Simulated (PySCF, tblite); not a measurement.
Isomers of C6H9PS. Calculated harmonic vibrations of the isolated species, GFN2-xTB (tblite), most abundant isotopes, no scaling. Errors from tens to a few hundred cm⁻¹ against measured bands are possible. Modes of hydrogen on phosphorus can be 10 to 20 % off. One conformer each.

Electronic energies: PBE0/pcSseg-1 single points on the GFN2-xTB geometries (PySCF, gas phase).

```tsv
SMILES	electronic energy, lowest = 0 (kcal/mol)
CC(C)c1cpcs1	0.0
C#C[P@@](C)(=S)/C=C\C	41.0
CCPc1ccsc1	6.0
```

Task: How do GFN2-xTB zero-point energies change the relative energies?

Result: 
```json
{"SMILES": "CC(C)c1cpcs1", "ZPE (kcal/mol)": "83.6", "of it from modes above 1550 cm⁻¹": "39.1", "electronic (kcal/mol)": "0.0", "with ZPE, lowest = 0 (kcal/mol)": "0.0", "lowest mode (cm⁻¹)": "26", "rings": "1"}
{"SMILES": "CCPc1ccsc1", "ZPE (kcal/mol)": "81.4", "of it from modes above 1550 cm⁻¹": "38.1", "electronic (kcal/mol)": "6.0", "with ZPE, lowest = 0 (kcal/mol)": "3.8", "lowest mode (cm⁻¹)": "34", "rings": "1"}
{"SMILES": "C#C[P@@](C)(=S)/C=C\\C", "ZPE (kcal/mol)": "79.5", "of it from modes above 1550 cm⁻¹": "44.8", "electronic (kcal/mol)": "41.0", "with ZPE, lowest = 0 (kcal/mol)": "37.0", "lowest mode (cm⁻¹)": "57", "rings": "0"}
```

The zero-point energies span 4.1 kcal/mol, from `C#C[P@@](C)(=S)/C=C\C` to `CC(C)c1cpcs1`. The order is unchanged.

Task: And how do the electronic energies of GFN2-xTB itself compare?

Result: `CC(C)c1cpcs1` 0.0; `CCPc1ccsc1` 2.3; `C#C[P@@](C)(=S)/C=C\C` 33.6 kcal/mol, lowest = 0. Against the energies above, taken from the same isomer `CC(C)c1cpcs1`, the largest difference is 7.4 kcal/mol.

Task: What do entropy and thermal enthalpy add at 298.15 K and 1 bar (rigid rotor, harmonic oscillator, one conformer each)?

Result: 
```json
{"SMILES": "CC(C)c1cpcs1", "point group": "Cs", "symmetry number": "1", "S (cal/(mol K))": "94.9", "H − H(0) (kcal/mol)": "6.29", "ZPE + H − H(0) − TS (kcal/mol)": "61.5"}
{"SMILES": "CCPc1ccsc1", "point group": "C1", "symmetry number": "1", "S (cal/(mol K))": "96.0", "H − H(0) (kcal/mol)": "6.34", "ZPE + H − H(0) − TS (kcal/mol)": "59.1"}
{"SMILES": "C#C[P@@](C)(=S)/C=C\\C", "point group": "C1", "symmetry number": "1", "S (cal/(mol K))": "103.8", "H − H(0) (kcal/mol)": "7.65", "ZPE + H − H(0) − TS (kcal/mol)": "56.2"}
```
